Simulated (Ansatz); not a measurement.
`C=NC[O][SbH2]` + `N[SiH](O)F` → `N[SiH](F)[O][SbH2]` + `C=NCO`  (ligand exchange at the Sb–O bond)

Computed with Ansatz on PBE0-D4/def2-TZVP structures; ΔE is electronic, products minus reactants. CCSD(T)/CBS is the MP2 limit (def2-TZVPP, def2-QZVPP) plus CCSD(T) − MP2 in def2-TZVPP, frozen cores. This one scheme is used for every species. def2 core potentials past Kr. For Sb outer-core shells are correlated without core-valence functions, which leaves a few kJ/mol of doubt a bond. Each species was taken in one conformer, which may not be the lowest.

`C=NC[O][SbH2]`:

Z-matrix (Å, degrees):
```
C
N 1 1.436
O 1 1.399 2 117.2
H 1 1.097 2 106.5 3 120.2
H 1 1.100 2 106.3 3 -126.1
C 2 1.259 1 119.4 3 -3.0
Sb 3 1.980 1 118.4 2 -90.4
H 6 1.089 2 118.6 1 -179.5
H 6 1.094 2 123.5 1 -0.3
H 7 1.717 3 95.4 1 117.4
H 7 1.711 3 92.4 1 -151.9
```

`N[SiH](O)F`:

Cartesian coordinates in Å:
```
N 0.031 -0.246 -1.160
Si -0.276 -0.131 0.507
O 0.940 0.645 1.264
F -1.659 0.660 0.601
H -0.730 -0.312 -1.817
H 0.869 -0.677 -1.513
H -0.446 -1.381 1.269
H 1.272 1.443 0.848
```

`N[SiH](F)[O][SbH2]`:

```xyz
10

N    -0.556   -0.843    1.200
Si    0.828   -0.791    0.202
F     0.772   -2.166   -0.609
O     0.748    0.498   -0.767
Sb   -0.891    1.191   -1.638
H    -0.901   -1.726    1.540
H    -0.753   -0.098    1.849
H     2.144   -0.751    0.871
H    -0.032    2.502   -2.331
H    -1.359    2.184   -0.317
```

`C=NCO`:

Cartesian coordinates in Å:
```
C 1.236 0.259 0.858
N 0.530 0.492 -0.155
C -0.573 -0.393 -0.435
O -1.736 0.339 -0.688
H 2.084 0.906 1.080
H 1.045 -0.575 1.547
H -0.804 -1.067 0.401
H -0.282 -1.001 -1.305
H -1.499 1.040 -1.304
```

```json
{"level": "CCSD/def2-TZVPP", "ΔE (eV)": "-0.12"}
{"level": "HF/def2-QZVPP", "ΔE (eV)": "-0.21"}
{"level": "MP2/def2-QZVPP", "ΔE (eV)": "-0.07"}
{"level": "CCSD/CBS(def2)", "ΔE (eV)": "-0.11"}
```

(1) What does CCSD(T)/CBS give? (Estimate.)

Largest T1 diagnostic among the species: 0.014.

Answers

(1) Computed: -0.08 eV. The listed levels differ from it by -0.04, -0.13, 0.01, -0.03 eV.

In def2-TZVPP, CCSD(T) changes the Hartree–Fock value by +0.10 eV (the triples alone add +0.02 eV) and MP2 by +0.13 eV.
